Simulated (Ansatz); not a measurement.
Total energies of ClHSZn, SMILES `[SH][Zn][Cl]`.

Cartesian coordinates in Å:
```
S -1.296 -0.084 -0.966
Zn 0.422 -0.410 0.289
Cl 2.091 -0.757 1.507
H -1.217 1.252 -0.829
```

Charge 0, multiplicity 1. For Zn the d shell is correlated and the shells below it are frozen. Scalar relativity is left out up to krypton. The geometry is a stationary point of PBE0-D4/def2-TZVP. It is one conformer, not always the lowest. Basis def2-TZVPP, Ansatz 0.2.0.

RPA on PBE orbitals: Hartree–Fock energy of these orbitals -2635.47918 Eh, correlation -1.23187 Eh (frozen core).

```tsv
functional	kind	energy without D4 (Eh)	D4 term (kJ/mol)
BLYP	GGA	-2638.58783	-17.0
r2SCANh	meta-GGA hybrid, 10 %	-2638.41991	-2.0
```

Problem. Give the same for LDA (SPW92), PBE, revPBE, r2SCAN, B97M-V, PBE0, B3LYP, r2SCAN0, HSE06 (plane-wave form), BHLYP, CAM-B3LYP, LC-ωPBE, ωB97X-V, ωB97M-V, B2PLYP, PBE-QIDH. (Estimate.)

Solution. Computed: 
```json
{"functional": "LDA (SPW92)", "kind": "LDA", "energy without D4 (Eh)": "-2632.75415", "D4 term (kJ/mol)": "–"}
{"functional": "PBE", "kind": "GGA", "energy without D4 (Eh)": "-2637.88143", "D4 term (kJ/mol)": "-8.0"}
{"functional": "revPBE", "kind": "GGA", "energy without D4 (Eh)": "-2638.23087", "D4 term (kJ/mol)": "-19.7"}
{"functional": "r2SCAN", "kind": "meta-GGA", "energy without D4 (Eh)": "-2638.43858", "D4 term (kJ/mol)": "-1.8"}
{"functional": "B97M-V", "kind": "meta-GGA with VV10", "energy without D4 (Eh)": "-2637.93153", "D4 term (kJ/mol)": "–"}
{"functional": "PBE0", "kind": "global hybrid, 25 % exact exchange", "energy without D4 (Eh)": "-2637.97050", "D4 term (kJ/mol)": "-6.8"}
{"functional": "B3LYP", "kind": "global hybrid, 20 %", "energy without D4 (Eh)": "-2638.59191", "D4 term (kJ/mol)": "-13.1"}
{"functional": "r2SCAN0", "kind": "meta-GGA hybrid, 25 %", "energy without D4 (Eh)": "-2638.39353", "D4 term (kJ/mol)": "-2.3"}
{"functional": "HSE06 (plane-wave form)", "kind": "screened hybrid", "energy without D4 (Eh)": "-2637.95399", "D4 term (kJ/mol)": "-6.5"}
{"functional": "BHLYP", "kind": "global hybrid, 50 %", "energy without D4 (Eh)": "-2638.46641", "D4 term (kJ/mol)": "-11.9"}
{"functional": "CAM-B3LYP", "kind": "range-separated hybrid", "energy without D4 (Eh)": "-2638.64552", "D4 term (kJ/mol)": "-7.2"}
{"functional": "LC-ωPBE", "kind": "long-range corrected hybrid", "energy without D4 (Eh)": "-2638.03952", "D4 term (kJ/mol)": "–"}
{"functional": "ωB97X-V", "kind": "range-separated hybrid GGA with VV10", "energy without D4 (Eh)": "-2638.21063", "D4 term (kJ/mol)": "–"}
{"functional": "ωB97M-V", "kind": "range-separated hybrid meta-GGA with VV10", "energy without D4 (Eh)": "-2638.36759", "D4 term (kJ/mol)": "–"}
{"functional": "B2PLYP", "kind": "double hybrid", "energy without D4 (Eh)": "-2637.97261", "D4 term (kJ/mol)": "–"}
{"functional": "PBE-QIDH", "kind": "double hybrid", "energy without D4 (Eh)": "-2637.55592", "D4 term (kJ/mol)": "–"}
```

B3LYP takes the VWN-RPA correlation (the form of Gaussian; ORCA's B3LYP/G). HSE06 is the plane-wave form, built on full-range PBE exchange. The double hybrids freeze the cores in their second-order part.

LC-ωPBE has ω = 0.4 bohr⁻¹.
